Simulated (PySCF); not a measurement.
H$_{2}$BeO (SMILES [BeH][OH]), singlet, geometry from GFN2-xTB (such geometries of metal compounds can be far from the true shape); PBE0/6-31+G*, polarisability by finite fields (PySCF).

Input for PySCF:
```python
from pyscf import gto, scf, dft

mol = gto.M(
    atom='''
Be   -0.73751984   -0.44075754   -0.04358773
H    -1.85735340   -1.02236202   -0.11290505
O     0.44602288    0.25400706    0.02340449
H     1.23924970    0.75333564    0.10002009
''',
    basis='6-31+g*',
    verbose=4,
)

mf = dft.RKS(mol)
mf.xc = 'pbe0'
mf.conv_tol = 1e-6
mf.kernel()
h0, z, done = mf.get_hcore(), mol.intor('int1e_r')[2], []
def energy(F):
    f = mf.copy()
    f.scf_summary = {}
    f.get_hcore = lambda *a: h0 + F * z
    e = f.kernel(mf.make_rdm1())
    done.append(f.converged)
    return e
F = 2e-4
alpha = -(energy(F) + energy(-F) - 2 * mf.e_tot) / F**2
print('alpha_zz =', alpha)
```

Problem. What does PySCF print? Leave out banner, timings and long lists.

Solution. 
```
PySCF version 2.14.0

[INPUT] verbose = 4
[INPUT] num. atoms = 4
[INPUT] num. electrons = 14
[INPUT] charge = 0
[INPUT] spin (= nelec alpha-beta = 2S) = 0
[INPUT] symmetry False subgroup None
[INPUT] Mole.unit = angstrom
[INPUT] Symbol           X                Y                Z      unit          X                Y                Z       unit  Magmom
[INPUT]  1 Be    -0.737519840000  -0.440757540000  -0.043587730000 AA   -1.393710509033  -0.832911037937  -0.082368872091 Bohr   0.0
[INPUT]  2 H     -1.857353400000  -1.022362020000  -0.112905050000 AA   -3.509889242530  -1.931984217957  -0.213359622580 Bohr   0.0
[INPUT]  3 O      0.446022880000   0.254007060000   0.023404490000 AA    0.842861088490   0.480003777106   0.044228076185 Bohr   0.0
[INPUT]  4 H      1.239249700000   0.753335640000   0.100020090000 AA    2.341842532949   1.423598039474   0.189010577054 Bohr   0.0

nuclear repulsion = 21.1688109709116
number of shells = 20
number of NR pGTOs = 70
number of NR cGTOs = 40
basis = 6-31+g*
ecp = {}

******** <class 'pyscf.dft.rks.RKS'> ********
method = RKS
initial guess = minao
damping factor = 0
level_shift factor = 0
DIIS = <class 'pyscf.scf.diis.CDIIS'>
diis_start_cycle = 1
diis_space = 8
diis_damp = 0
SCF conv_tol = 1e-06
SCF conv_tol_grad = None
SCF max_cycles = 50
direct_scf = True
direct_scf_tol = 1e-13
XC library pyscf.dft.libxc version 7.1.2
    S. Lehtola, C. Steigemann, M. J. T. Oliveira, and M. A. L. Marques,  SoftwareX 7, 1–5 (2018)
XC functionals = pbe0
    C. Adamo and V. Barone,  J. Chem. Phys. 110, 6158 (1999)
    M. Ernzerhof and G. E. Scuseria,  J. Chem. Phys. 110, 5029 (1999)
radial grids:
    Treutler-Ahlrichs [JCP 102, 346 (1995); DOI:10.1063/1.469408] (M4) radial grids

becke partition: Becke, JCP 88, 2547 (1988); DOI:10.1063/1.454033
pruning grids: <function nwchem_prune>
grids dens level: 3
symmetrized grids: False
atomic radii adjust function: <function treutler_atomic_radii_adjust>
small_rho_cutoff = 0
Set gradient conv threshold to 0.001
Initial guess from minao.
tot grids = 47424
init E= -91.0787064190664
  HOMO = -0.405567545821655  LUMO = -0.0418595928447081  gap/eV = 9.89700
cycle= 1 E= -90.9964669051458  delta_E= 0.0822  |g|= 0.729  |ddm|= 1.95
  HOMO = -0.177485691478467  LUMO = 0.0110736054399618  gap/eV = 5.13096
cycle= 2 E= -90.7680600182155  delta_E= 0.228  |g|= 1.28  |ddm|= 1.11
  HOMO = -0.32468685823695  LUMO = -0.00861291841964329  gap/eV = 8.60081
cycle= 3 E= -91.0987091690721  delta_E= -0.331  |g|= 0.0702  |ddm|= 0.729
  HOMO = -0.339490497274945  LUMO = -0.00491947211633059  gap/eV = 9.10414
cycle= 4 E= -91.0999174222137  delta_E= -0.00121  |g|= 0.0123  |ddm|= 0.0858
  HOMO = -0.336471656738826  LUMO = -0.004802922658524  gap/eV = 9.02517
cycle= 5 E= -91.09995608011  delta_E= -3.87e-05  |g|= 0.000991  |ddm|= 0.0206
  HOMO = -0.336091019088312  LUMO = -0.0049071593547545  gap/eV = 9.01197
cycle= 6 E= -91.0999563547816  delta_E= -2.75e-07  |g|= 0.000105  |ddm|= 0.00477
  HOMO = -0.336199916910965  LUMO = -0.00490938573545696  gap/eV = 9.01487
Extra cycle  E= -91.0999563607855  delta_E= -6e-09  |g|= 3.57e-05  |ddm|= 0.00033
converged SCF energy = -91.0999563607855

******** <class 'pyscf.dft.rks.RKS'> ********
method = RKS
initial guess = minao
damping factor = 0
level_shift factor = 0
DIIS = <class 'pyscf.scf.diis.CDIIS'>
diis_start_cycle = 1
diis_space = 8
diis_damp = 0
SCF conv_tol = 1e-06
SCF conv_tol_grad = None
SCF max_cycles = 50
direct_scf = True
direct_scf_tol = 1e-13
XC library pyscf.dft.libxc version 7.1.2
    S. Lehtola, C. Steigemann, M. J. T. Oliveira, and M. A. L. Marques,  SoftwareX 7, 1–5 (2018)
XC functionals = pbe0
    C. Adamo and V. Barone,  J. Chem. Phys. 110, 6158 (1999)
    M. Ernzerhof and G. E. Scuseria,  J. Chem. Phys. 110, 5029 (1999)
radial grids:
    Treutler-Ahlrichs [JCP 102, 346 (1995); DOI:10.1063/1.469408] (M4) radial grids

becke partition: Becke, JCP 88, 2547 (1988); DOI:10.1063/1.454033
pruning grids: <function nwchem_prune>
grids dens level: 3
symmetrized grids: False
atomic radii adjust function: <function treutler_atomic_radii_adjust>
small_rho_cutoff = 0
Overwritten attributes  get_hcore  of <class 'pyscf.dft.rks.RKS'>
Set gradient conv threshold to 0.001
init E= -91.0999683160569
  HOMO = -0.336206540854275  LUMO = -0.00488555014712366  gap/eV = 9.01570
cycle= 1 E= -91.0999686197246  delta_E= -3.04e-07  |g|= 0.000208  |ddm|= 0.00194
  HOMO = -0.336205921205725  LUMO = -0.00488764628212834  gap/eV = 9.01563
Extra cycle  E= -91.0999686293802  delta_E= -9.66e-09  |g|= 7.14e-05  |ddm|= 0.000265
converged SCF energy = -91.0999686293802

******** <class 'pyscf.dft.rks.RKS'> ********
method = RKS
initial guess = minao
damping factor = 0
level_shift factor = 0
DIIS = <class 'pyscf.scf.diis.CDIIS'>
diis_start_cycle = 1
diis_space = 8
diis_damp = 0
SCF conv_tol = 1e-06
SCF conv_tol_grad = None
SCF max_cycles = 50
direct_scf = True
direct_scf_tol = 1e-13
XC library pyscf.dft.libxc version 7.1.2
    S. Lehtola, C. Steigemann, M. J. T. Oliveira, and M. A. L. Marques,  SoftwareX 7, 1–5 (2018)
XC functionals = pbe0
    C. Adamo and V. Barone,  J. Chem. Phys. 110, 6158 (1999)
    M. Ernzerhof and G. E. Scuseria,  J. Chem. Phys. 110, 5029 (1999)
radial grids:
    Treutler-Ahlrichs [JCP 102, 346 (1995); DOI:10.1063/1.469408] (M4) radial grids

becke partition: Becke, JCP 88, 2547 (1988); DOI:10.1063/1.454033
pruning grids: <function nwchem_prune>
grids dens level: 3
symmetrized grids: False
atomic radii adjust function: <function treutler_atomic_radii_adjust>
small_rho_cutoff = 0
Set gradient conv threshold to 0.001
init E= -91.099944405514
  HOMO = -0.336132087936985  LUMO = -0.00496523697252327  gap/eV = 9.01151
cycle= 1 E= -91.0999447106448  delta_E= -3.05e-07  |g|= 0.000209  |ddm|= 0.00196
  HOMO = -0.336149447675605  LUMO = -0.00496103360303346  gap/eV = 9.01210
Extra cycle  E= -91.099944720474  delta_E= -9.83e-09  |g|= 6.94e-05  |ddm|= 0.000274
converged SCF energy = -91.099944720474
alpha_zz = 15.707077949400627
```
